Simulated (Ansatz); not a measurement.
Molecule: C$_{2}$H$_{5}$Br$_{2}$Si, net charge 0, doublet state. It need not be the lowest isomer of its formula. 
Coordinates optimised at B3LYP-D3(BJ)/def2-TZVP (Ansatz, a quantum-chemistry and plane-wave program):
```
Si
C 1 1.8237
H 2 1.0830 1 122.12
H 2 1.0842 3 115.74 1 -180.00
C 1 1.8549 2 113.87 3 -180.00
H 5 1.0898 1 110.58 2 -180.00
H 5 1.0916 6 108.60 1 -120.81
H 5 1.0916 6 108.60 7 -118.38
Br 1 2.2430 2 108.49 3 58.25
Br 1 2.2430 2 108.49 3 -58.25
```
Charge 0, spin multiplicity 2.

Quantity: atomisation energy (electronic, to ground-state atoms), in kcal/mol. Cores are frozen in the correlated levels unless marked. Open shells are spin-unrestricted. No spin-orbit coupling. Frozen are the shells of the preceding noble gas and the d and f shells that filled before the atom's block. Non-relativistic. The coupled-cluster limit lacks core correlation, which all-electron functionals hold. CBS(X,Y): correlation extrapolated as X^-3; Hartree-Fock from the larger set.

```
level                               program  atomisation energy (kcal/mol)
---------------------------  --------------  -----------------------------
revPBE-D3(BJ)/def2-TZVPD     Ansatz + dftd3                          827.2
PBE0-D3(BJ)/def2-TZVPD       Ansatz + dftd3                          840.3
CAM-B3LYP-D3(BJ)/def2-TZVPD  Ansatz + dftd3                          831.8
LC-wPBE/def2-TZVPD                   Ansatz                          828.2
B2GP-PLYP-D3(BJ)/def2-TZVPD  Ansatz + dftd3                          825.6
SCS-MP2/def2-SVP                     Ansatz                          783.3
```

Problem. What does CCSD(T)/CBS(def2-TZVPP,def2-QZVPP) (Ansatz) give?

Solution. 833.7 kcal/mol, so SCS-MP2/def2-SVP differs from it by -50.4 kcal/mol.
